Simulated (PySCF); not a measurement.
SiHCl3, SMILES Cl[SiH](Cl)Cl. Atoms are numbered in the order given.

```xyz
5

Si     0.0000     0.0000     0.5108
Cl    -1.6766    -0.9680    -0.1791
Cl     0.0000     1.9360    -0.1791
Cl     1.6766    -0.9680    -0.1791
H      0.0000     0.0000     1.9841
```
Charge 0, spin multiplicity 1.

Geometry optimised at B3LYP-D3(BJ)/def2-SVP. The isomer is the one that the SMILES or the coordinates give; other isomers of the formula were not compared.

Method: PySCF with ωB97X/def2-TZVPD.

Symmetry labels are those of the subgroup Cs that the program uses (full group C3v).

List the valence orbital energies around the gap with their symmetry. (The exact figures need the calculation; the answer reports its results.)


```json
[
 {"orbital": "HOMO−7", "symmetry": "A\"", "energy (eV)": "-14.71"},
 {"orbital": "HOMO−6", "symmetry": "A'", "energy (eV)": "-14.71"},
 {"orbital": "HOMO−5", "symmetry": "A'", "energy (eV)": "-12.86"},
 {"orbital": "HOMO−4", "symmetry": "A\"", "energy (eV)": "-12.86"},
 {"orbital": "HOMO−3", "symmetry": "A\"", "energy (eV)": "-12.25"},
 {"orbital": "HOMO−2", "symmetry": "A'", "energy (eV)": "-12.25"},
 {"orbital": "HOMO−1", "symmetry": "A'", "energy (eV)": "-12.11"},
 {"orbital": "HOMO", "symmetry": "A\"", "energy (eV)": "-11.85"},
 {"orbital": "LUMO", "symmetry": "A'", "energy (eV)": "1.33"},
 {"orbital": "LUMO+1", "symmetry": "A'", "energy (eV)": "1.71"},
 {"orbital": "LUMO+2", "symmetry": "A'", "energy (eV)": "1.76"},
 {"orbital": "LUMO+3", "symmetry": "A\"", "energy (eV)": "1.76"}
]
```
